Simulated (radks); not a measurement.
These are the eigenvalues of the occupied orbitals of an atom or ion with whole-number occupations (eV). Method: Dirac Kohn-Sham, LDA (Slater exchange, Perdew-Wang correlation), spin-unpolarised, spherical densities, point nucleus; computed with a radial shooting solver on a logarithmic mesh with Libxc functionals.

orbital  eigenvalue
1s1/2     -75967.12
2s1/2     -13287.14
2p1/2     -12731.21
2p3/2     -11105.16
3s1/2     -3113.227
3p1/2     -2863.857
3p3/2     -2507.904
3d3/2     -2090.483
3d5/2     -2013.510
4s1/2     -669.7602
4p1/2     -564.6110
4p3/2     -480.1736
4d3/2     -307.5837
4d5/2     -291.9115
5s1/2     -106.1592
5p1/2      -73.0287
4f5/2      -72.1430
4f7/2      -69.0200
5p3/2      -59.3176
5d3/2      -16.2039
5d5/2      -14.9367
6s1/2      -13.8528

Which element is it, and in what charge state? The configuration may be excited. Open shells, if any, fill j = l - 1/2 first.

Answer. Z = 77, iridium, charge +1: Ir+ in [Xe] 4f14 5d7 6s1. The list shows which subshells hold electrons but not how many an open one holds; the 1s level, -2791.7 hartree, gives Z - s = 74.7 by -(Z - s)^2/2, which with screening and relativity narrows Z to a few neighbours, and the depths of the outer levels then fix element, charge and occupations together.
